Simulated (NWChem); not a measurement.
# HSeSF; SMILES F[Se]S

```xyz
4

Se    -0.4079     0.4575    -0.0056
F      1.1117     1.3744    -0.0232
S      0.2856    -1.5789    -0.0584
H      0.4540    -1.7881     1.2725
```
Atoms are numbered in this order, from 1.

Results from NWChem. Pople sets run with spherical d functions. The geometry was optimised at PBE0/def2-SVP. Vzz is the largest principal value of the second derivative of the potential at the nucleus (NWChem prints the opposite sign); η is the asymmetry. Non-relativistic.

```csv
level,Vzz Se1 (a.u.),η Se1,Vzz S3 (a.u.),η S3
B3LYP/def2-SVP,-8.936,0.52,-2.252,0.68
B3LYP/cc-pVTZ,-8.924,0.52,-2.193,0.77
Hartree-Fock/def2-TZVP,-9.494,0.66,-2.701,0.81
Hartree-Fock/6-31G*,-8.914,0.66,?,0.77
```

Q: Some entries are withheld; supply them.

A: 
- Hartree-Fock/6-31G*, Vzz S3 (a.u.): -2.454
